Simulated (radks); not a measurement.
Task: Calculated with a radial shooting solver on a logarithmic mesh with Libxc functionals: scalar-relativistic Kohn-Sham, exchange-only LDA, spin-polarised, spherical densities, finite nucleus; open shells are filled with parallel spins first (spin-orbit coupling, left out, can overturn this in heavy ions); Fermi nuclear charge, rms radius of each element as measured or else 0.836 A^(1/3) + 0.57 fm. Response by self-consistent Sternheimer equations with the Hartree and adiabatic exchange-only LDA kernel, the relativistic mass of each level held fixed and spin-orbit coupling left out. For heavy and open-shell atoms this level of theory can miss by tens of per cent. Estimate the static dipole polarisabilities of Pm7+ ([Kr] 4d10 4f3 5s2 5p3) and Pr5+ ([Xe]) and the C6 coefficients of the three pairs.

Result: alpha = 2.975 and 4.594 bohr^3; C6 = 10.88 (Pm7+-Pm7+), 15.85 (Pm7+-Pr5+), 23.24 (Pr5+-Pr5+) hartree bohr^6.
